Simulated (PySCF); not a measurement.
# Stationary points of SeF₃⁺

Level of theory: PBE0/[Se def2-TZVP, F def2-TZVP], no relativity, density fitting, PySCF.

Relaxations began from a few typed shapes. The search is not exhaustive: other isomers or separated fragments can lie lower, and high-lying points may rest on an excited occupation.

(1) Which is the lowest minimum found?
A. singlet C2v: Se–F 1.649 Å, Se–F 1.716 Å (×2); F–Se–F 86.9° (×2), F–Se–F 173.8°
B. singlet C3v: Se–F 1.651 Å (×3); F–Se–F 97.3° (×3)

Answers

(1) B. The others lie at 235.6 (singlet C2v, a saddle point) kJ/mol above it.

Counting electrons, selenium keeps 2 of its valence electrons outside its bonds, so the VSEPR class is AX3E1 and the expected shape is trigonal pyramidal (C3v), as computed.
